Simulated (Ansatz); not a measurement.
Species: CH₃, charge 0, multiplicity 2. 
Geometry from a B3LYP-D3(BJ)/def2-TZVP (Ansatz, a first-principles code) optimisation:
```
C
H 1 1.0789
H 1 1.0789 2 120.00
H 1 1.0789 2 120.00 3 180.00
```
Charge 0, spin multiplicity 2.

Basis-set convergence of Hartree-Fock and CCSD correlation energies (hartree) with Ansatz. Valence correlation only, unless marked. Open shells are spin-unrestricted. No spin-orbit coupling. Non-relativistic.

```json
[
 {"basis": "def2-SVP", "functions": "29", "E(HF)": "-39.53296", "E(corr, CCSD)": "-0.14839"},
 {"basis": "def2-TZVPP", "functions": "73", "E(HF)": "-39.57870", "E(corr, CCSD)": "-0.17834"},
 {"basis": "def2-QZVPP", "functions": "147", "E(HF)": "-39.58080", "E(corr, CCSD)": "-0.18659"}
]
```

Extrapolating the two largest sets (X = 3 and 4) as X^-3: E(corr) = (64·(-0.18659) - 27·(-0.17834))/37 = -0.1926 Eh, an estimate of the basis-set limit. The largest set recovers 96.9 % of it, the smallest 77.0 %.
